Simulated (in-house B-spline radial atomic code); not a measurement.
A radial electron density 4πr²n(r) was computed for an atom or ion in its tabulated ground configuration with an all-electron radial atomic-structure program (B-spline basis); method: non-relativistic Hartree-Fock, spin-polarised, averaged over the determinants with the given up and down occupations. Columns: r (bohr), 4πr²n(r) (electrons per bohr), bar.

```
 0.00401    0.392 #
 0.00482   0.5528 #
 0.00579   0.7748 ##
 0.00696    1.081 ###
 0.00836    1.496 ####
    0.01    2.037 #####
  0.0121    2.801 #######
  0.0145    3.744 ##########
  0.0174    4.944 #############
  0.0209    6.427 #################
  0.0252     8.22 #####################
  0.0302    10.18 ##########################
  0.0363    12.27 ################################
  0.0436    14.27 #####################################
  0.0524    15.93 #########################################
   0.063    16.93 ############################################
  0.0757    17.01 ############################################
  0.0909    16.11 ##########################################
   0.109    14.45 #####################################
   0.131    12.52 ################################
   0.158    11.08 #############################
    0.19    10.85 ############################
   0.228    11.98 ###############################
   0.274    13.94 ####################################
   0.329    15.65 ########################################
   0.395    15.95 #########################################
   0.475    14.26 #####################################
    0.57    10.96 ############################
   0.685    7.152 ##################
   0.823    4.117 ###########
   0.989     2.52 #######
    1.19    2.173 ######
    1.43    2.347 ######
    1.72    2.358 ######
    2.06    1.971 #####
    2.48    1.314 ###
    2.98    0.692 ##
    3.58   0.2805 #
     4.3  0.08445 
    5.16  0.01815 
     6.2 0.002566 
    7.45 0.0002222
```

(1) Which atom or ion is it?
A. P+
B. Si+
C. Ar2+
D. Cl3+

Results:

(1) A. The area under the curve, ∫4πr²n dr = ∫r·4πr²n d(ln r) on this logarithmic grid, is 14 electrons; among the options with that count, the innermost peak, which lies near 1/Z bohr, picks Z = 15. The configuration is [Ne] 3s2 3p2.
